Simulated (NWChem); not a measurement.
System: Si2H5OF; SMILES O[Si@H](F)[SiH3]

Here is an NWChem input.

```
start job
memory heap 200 mb stack 900 mb global 1100 mb
geometry units angstroms noautoz
  O     -1.396912    -1.104749     0.362934
  Si     0.012660    -0.559266    -0.309712
  F      1.284923    -1.268842     0.421509
  Si     0.100868     1.741526     0.090512
  H     -1.647537    -2.020875     0.207082
  H      0.114405    -0.955663    -1.745896
  H     -1.033787     2.419120    -0.607822
  H      1.387645     2.294974    -0.431070
  H      0.010825     2.006472     1.557612
end
basis spherical
  * library 6-31g*
end
dft
  xc xwpbe 0.80 cpbe96 1.0 hfexch 1.00
  cam 0.2 cam_alpha 0.2 cam_beta 0.8
  iterations 150
  mulliken
end
task dft energy
```

Parts of the log:

```
             Northwest Computational Chemistry Package (NWChem) 7.3.0
             --------------------------------------------------------

 C1  symmetry detected

                             Geometry "geometry" -> ""
                             -------------------------

 Output coordinates in angstroms (scale by  1.889725989 to convert to a.u.)

  No.       Tag          Charge          X              Y              Z
 ---- ---------------- ---------- -------------- -------------- --------------
    1 O                    8.0000    -1.37418604    -1.15240036     0.31496356
    2 Si                  14.0000    -0.00037558    -0.54754448    -0.38051595
    3 F                    9.0000     1.31149631    -1.24707134     0.28768290
    4 Si                  14.0000     0.04133262     1.74015115     0.09520755
    5 H                    1.0000    -1.60601540    -2.06915216     0.13548969
    6 H                    1.0000     0.06720126    -0.89298304    -1.83179562
    7 H                    1.0000    -1.13121241     2.41028303    -0.54534487
    8 H                    1.0000     1.29689298     2.34466562    -0.44541984
    9 H                    1.0000    -0.01024343     1.95353799     1.57253368

 Effective nuclear repulsion energy (a.u.)     226.3252846509

  pbe96 is a nonlocal functional; adding pw91lda local functional.

                                 NWChem DFT Module
                                 -----------------

 Summary of "ao basis" -> "ao basis" (spherical)
 ------------------------------------------------------------------------------
       Tag                 Description            Shells   Functions and Types
 ---------------- ------------------------------  ------  ---------------------
 O                           6-31g*                  6       14   3s2p1d
 Si                          6-31g*                  8       18   4s3p1d
 F                           6-31g*                  6       14   3s2p1d
 H                           6-31g*                  2        2   2s

            General Information
            -------------------
          SCF calculation type: DFT
          Wavefunction type:  closed shell.
          No. of atoms     :     9
          No. of electrons :    50
           Alpha electrons :    25
            Beta electrons :    25
          Charge           :     0
          Spin multiplicity:     1
          Use of symmetry is: off; symmetry adaption is: off
          Maximum number of iterations: 150
          AO basis - number of functions:    74
                     number of shells:    38
          Convergence on energy requested:  1.00D-06
          Convergence on density requested:  1.00D-05
          Convergence on gradient requested:  5.00D-04

              XC Information
              --------------
                     Hartree-Fock (Exact) Exchange  1.000
                     LC-wPBE(h)Exchange Functional  0.800
            Perdew 1991 LDA Correlation Functional  1.000 local
           PerdewBurkeErnz. Correlation Functional  1.000 non-local

           Range-Separation Parameters
           ---------------------------
           Alpha           :  0.20
           Beta            :  0.80
           Gamma           :  0.20
           Short-Range HF  :     F

             Grid Information
             ----------------
          Grid used for XC integration:  medium
          Radial quadrature: Mura-Knowles
          Angular quadrature: Lebedev.
          Tag              B.-S. Rad. Rad. Pts. Rad. Cut. Ang. Pts.
          ---              ---------- --------- --------- ---------
          O                   0.60       49          11.0       434
          Si                  1.10       88          10.0       590
          F                   0.50       49          11.0       434
          H                   0.35       45          12.0       434
          Grid pruning is: on
          Number of quadrature shells:   499
          Spatial weights used:  Erf1

      Superposition of Atomic Density Guess
      -------------------------------------

 Sum of atomic energies:        -754.25246199

      Non-variational initial energy
      ------------------------------

 Total energy =    -755.228780
 1-e energy   =   -1496.470799
 2-e energy   =     514.916734
 HOMO         =      -0.318158
 LUMO         =       0.042549

     ---------------------------------------------
      Total Density - Mulliken Population Analysis
     ---------------------------------------------

    Atom       Charge   Shell Charges
 -----------   ------   -------------------------------------------------------
    1 O    8     9.02   2.00  0.93  3.14  0.90  2.04  0.01
    2 Si  14    12.76   2.00  2.00  5.97  0.88  1.22  0.22  0.27  0.20
    3 F    9     9.63   2.00  0.95  3.48  1.00  2.19  0.01
    4 Si  14    13.95   2.00  2.00  5.97  1.00  1.82  0.38  0.69  0.09
    5 H    1     0.44   0.35  0.09
    6 H    1     1.10   0.47  0.62
    7 H    1     1.03   0.46  0.57
    8 H    1     1.04   0.46  0.57
    9 H    1     1.04   0.46  0.57

   convergence    iter        energy       DeltaE   RMS-Dens  Diis-err
 ---------------- ----- ----------------- --------- --------- ---------
 d= 0,ls=0.0,diis     1   -756.6185356659 -9.83D+02  1.44D-02  7.97D-01
 d= 0,ls=0.0,diis     2   -756.6377130586 -1.92D-02  5.99D-03  8.42D-01
 d= 0,ls=0.0,diis     3   -756.7084117602 -7.07D-02  9.00D-04  7.16D-03
 d= 0,ls=0.0,diis     4   -756.7091514867 -7.40D-04  1.96D-04  1.87D-04
 d= 0,ls=0.0,diis     5   -756.7091811062 -2.96D-05  6.29D-05  1.48D-05
  Resetting Diis
 d= 0,ls=0.0,diis     6   -756.7091832101 -2.10D-06  2.36D-05  7.11D-06
 d= 0,ls=0.0,diis     7   -756.7091839063 -6.96D-07  8.94D-06  2.22D-07

         Total DFT energy =     -756.709183906329
      One electron energy =    -1499.853269326139
           Coulomb energy =      579.280889542457
    Exchange-Corr. energy =      -62.462088773526
 Nuclear repulsion energy =      226.325284650880

 Numeric. integr. density =       49.999983816088

                       DFT Final Molecular Orbital Analysis
                       ------------------------------------

 Vector   23  Occ=2.000000D+00  E=-4.322532D-01
              MO Center= -4.1D-01,  1.4D+00,  1.6D-01, r^2= 3.7D+00
   Bfn.  Coefficient  Atom+Function         Bfn.  Coefficient  Atom+Function
  ----- ------------  ---------------      ----- ------------  ---------------
    55      0.306202  4 Si pz                70     -0.268996  7 H  s
    69     -0.228962  7 H  s                 74      0.221405  9 H  s
    73      0.192738  9 H  s                 53      0.176430  4 Si px
     3     -0.144342  1 O  px                54     -0.133363  4 Si py
    36     -0.126477  3 F  py                51     -0.126784  4 Si pz

 Vector   24  Occ=2.000000D+00  E=-4.199180D-01
              MO Center= -9.2D-01, -8.1D-01,  1.5D-01, r^2= 2.5D+00
   Bfn.  Coefficient  Atom+Function         Bfn.  Coefficient  Atom+Function
  ----- ------------  ---------------      ----- ------------  ---------------
     5      0.478636  1 O  pz                 9      0.362578  1 O  pz
     3      0.236669  1 O  px                 7      0.189160  1 O  px
     4     -0.171042  1 O  py                35      0.155463  3 F  px
    68      0.143282  6 H  s                  8     -0.123033  1 O  py
    53     -0.104617  4 Si px                39      0.103957  3 F  px

 Vector   25  Occ=2.000000D+00  E=-3.692657D-01
              MO Center=  3.8D-02,  3.5D-01, -3.1D-01, r^2= 3.5D+00
   Bfn.  Coefficient  Atom+Function         Bfn.  Coefficient  Atom+Function
  ----- ------------  ---------------      ----- ------------  ---------------
    54      0.390671  4 Si py                22     -0.320161  2 Si py
    68      0.284640  6 H  s                 23     -0.182841  2 Si pz
    36      0.179776  3 F  py                67      0.177110  6 H  s
    20     -0.152162  2 Si s                 50     -0.151111  4 Si py
    58      0.141205  4 Si py                40      0.138855  3 F  py

 Vector   26  Occ=0.000000D+00  E= 7.095706D-02
              MO Center= -1.9D-01,  1.3D-01, -1.7D-01, r^2= 5.6D+00
   Bfn.  Coefficient  Atom+Function         Bfn.  Coefficient  Atom+Function
  ----- ------------  ---------------      ----- ------------  ---------------
    26      0.658671  2 Si py                74      0.661878  9 H  s
    59     -0.590201  4 Si pz                56     -0.567020  4 Si s
     6      0.490302  1 O  s                 58      0.477893  4 Si py
    72     -0.459893  8 H  s                 66     -0.268542  5 H  s
    24      0.266634  2 Si s                 25      0.251201  2 Si px

 Vector   27  Occ=0.000000D+00  E= 7.443367D-02
              MO Center=  6.4D-02,  4.8D-01, -1.9D-01, r^2= 4.6D+00
   Bfn.  Coefficient  Atom+Function         Bfn.  Coefficient  Atom+Function
  ----- ------------  ---------------      ----- ------------  ---------------
    70      0.632070  7 H  s                 57      0.521945  4 Si px
    25      0.500055  2 Si px                72     -0.352138  8 H  s
    74     -0.323861  9 H  s                 59      0.320825  4 Si pz
    38     -0.299736  3 F  s                  6      0.286817  1 O  s
    21      0.281119  2 Si px                26     -0.264843  2 Si py

 Vector   28  Occ=0.000000D+00  E= 1.064610D-01
              MO Center=  1.3D-02,  1.7D+00,  3.4D-02, r^2= 5.5D+00
   Bfn.  Coefficient  Atom+Function         Bfn.  Coefficient  Atom+Function
  ----- ------------  ---------------      ----- ------------  ---------------
    58      1.477525  4 Si py                24      1.468806  2 Si s
    56     -0.834322  4 Si s                 26      0.811707  2 Si py
    59      0.452805  4 Si pz                20      0.402553  2 Si s
    22      0.312976  2 Si py                 6     -0.297449  1 O  s
    74     -0.292335  9 H  s                 66      0.248068  5 H  s

[...]
```

Level: LRC-wPBEh/6-31G* (spherical d). Coordinates come from a PBE0/def2-SVP optimisation.
